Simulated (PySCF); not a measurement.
Ti(Cl)(OH)3 (ClH3O3Ti), SMILES [OH][Ti]([OH])([OH])[Cl], multiplicity 1. Atoms are numbered in the order given.

```xyz
8

Ti     0.0000     0.0000     0.3134
Cl     0.0000     0.0000    -1.9168
O     -1.6294     0.3917     0.9075
H     -1.9900     1.1950     1.3035
O      1.1539     1.2153     0.9075
H      2.0299     1.1259     1.3035
O      0.4755    -1.6069     0.9075
H     -0.0399    -2.3209     1.3035
```

Geometry: r2SCAN-D4/def2-SVP. The multiplicity is an assumed one; no other spin state was optimised. The structure was generated by enumeration; whether it is a known compound was not checked. Other conformers were not sampled.

Method: PBE/pcSseg-1 (PySCF).

GIAO shieldings, no solvent; atoms alike by connectivity are averaged. δ = σ(ref) − σ: ³⁵Cl against HCl (σ = 936.5 ppm); ¹⁷O against H2O (σ = 334.3 ppm); ¹H against TMS (σ = 31.49 ppm), references at their B3LYP-D3(BJ)/def2-TZVP geometries, non-relativistic (without spin–orbit terms, shifts of atoms bonded to Cl or Br come out too high).

Computed chemical shifts:
```
nucleus       atoms  count  δ (ppm)
-------  ----------  -----  -------
³⁵Cl            Cl2      1    532.0
¹⁷O      O3, O5, O7      3    375.4
¹H       H4, H6, H8      3     8.64
```
